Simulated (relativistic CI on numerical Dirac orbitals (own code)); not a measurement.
Hyperfine structure of Hg LXXIX, mass number 199

Computed by Dirac-Coulomb-Breit CI, separate exchange-only KLI orbitals for each configuration, model QED, unscaled Slater integrals (own radial code, finite nucleus).

Configurations in the expansion: 1s2, 1s 2s, 1s 2p, 1s 3s, 1s 3p, 1s 3d, 1s 4s, 1s 4p, 1s 4d, 1s 4f, 1s 5s, 1s 5p, 1s 5d, 1s 5f, 1s 5g, 1s 6s, 1s 6p, 1s 6d, 2s2. Levels of other configurations are missing.

Nuclear spin I = 1/2, μ = 0.5039 μN (tables of Stone and Pyykkö). The electronic factors are computed for point nuclear moments, without core polarisation or the Bohr-Weisskopf and QED corrections.

```json
{"Level": "1s 2s 3S_1", "E (10³ cm⁻¹)": "564708", "A (GHz)": "135600"}
{"Level": "1s 2p 3P°_1", "E (10³ cm⁻¹)": "565738", "A (GHz)": "123400"}
{"Level": "1s 2p 3P°_2", "E (10³ cm⁻¹)": "583903", "A (GHz)": "59540"}
{"Level": "1s 2p 1P°_1", "E (10³ cm⁻¹)": "584346", "A (GHz)": "-57180"}
{"Level": "1s 3s 3S_1", "E (10³ cm⁻¹)": "675049", "A (GHz)": "122800"}
{"Level": "1s 3p 3P°_1", "E (10³ cm⁻¹)": "675320", "A (GHz)": "119300"}
{"Level": "1s 3p 3P°_2", "E (10³ cm⁻¹)": "680732", "A (GHz)": "58980"}
{"Level": "1s 3d 3D_2", "E (10³ cm⁻¹)": "680810", "A (GHz)": "58900"}
```

Levels with J = 0, under 50 % of one LS term, or S terms without an open s electron are left out. Small factors come from cancelling terms and can be off by tens of per cent or more.

At this charge energies of transitions that change n are usually good to better than 1 %, and those within a shell (Δn = 0) to a few per cent.

(1) Give the hyperfine levels of 1s 2s 3S_1 relative to its centre of gravity.

## Answers

(1) With K = F(F + 1) − I(I + 1) − J(J + 1), E = AK/2: F = 1/2: -135600, F = 3/2: 67780 GHz.

LS names give the leading component of a level, which can be under half, so a name can repeat, a term be missing and a line seem to break the LS rules.
